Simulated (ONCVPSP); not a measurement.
# PBEsol ONCV dataset for krypton, fully relativistic all-electron reference.

```
Element                 : Kr
Generator               : ONCVPSP 4.0.1
Type                    : optimised norm-conserving Vanderbilt (ONCV)
Functional              : PBEsol
Relativity              : fully relativistic
Frozen core             : [Ar]
Valence charge          : 18
Reference configuration : 3d10 4s2 4p6
Partial waves           : 4s: rc 1.35 bohr, ncon 4, nbas 8, qcut 4.2 1/bohr, 2 projectors, debl 3.4 Ha; 4p: rc 1.60 bohr, ncon 4, nbas 8, qcut 6.1 1/bohr, 2 projectors, debl 1.5 Ha; 3d: rc 0.65 bohr, ncon 5, nbas 9, qcut 23.4 1/bohr, 2 projectors, debl 0.5 Ha
Local potential         : polynomial inside 0.45 bohr (lpopt 5, dvloc0 0 Ha)
Core correction         : Teter function, fcfact 5.75, rcfact 1.65
```

Open shells are filled in proportion to 2j + 1.

In the d channel the program set the typed energies aside and used -2.971, 0.250 Ha (j = l + 1/2; the other j can differ).

Calculated quality:

```json
{
 "Cutoffs needed": "243 Ha and 273 Ha (the cutoffs (Ha) at which the residual kinetic energy of the hardest occupied pseudo-wave falls to 1 and 0.1 mHa per electron)",
 "Ghost test": "ghosts flagged at negative energy: s at -646.5 eV, p3/2 at -171.4 eV, p1/2 at -160.9 eV; GHOST(+) flagged for s at 214.4 eV; a true bound ghost makes a file unfit for plane-wave use",
 "Largest excitation error": "-990 meV (all-electron minus pseudo) for 3d9 4s2 4p6, out of 4 test configurations",
 "rms error of d²Exc/dni dnj": "12.20 mHa without and 4.21 mHa with the model core"
}
```

Generation and tests took about 5.5 s on one core of a shared server CPU.
